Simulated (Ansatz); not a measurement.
**Question.** Predict a relaxed structure of B2(Cl)4 (B2Cl4), charge 0, singlet, at PBE0-D4/def2-SVP (Ansatz).

**Answer.** 
```xyz
6

B     0.3958    0.7442    0.0788
Cl    0.7314    1.3989    1.6642
Cl    0.8817    1.6419   -1.3394
B    -0.3953   -0.7449   -0.0802
Cl    0.5074   -2.2372    0.0236
Cl   -2.1210   -0.8030   -0.3469
```
Point group D2 (tolerance 0.1 Å). This is one stationary point.
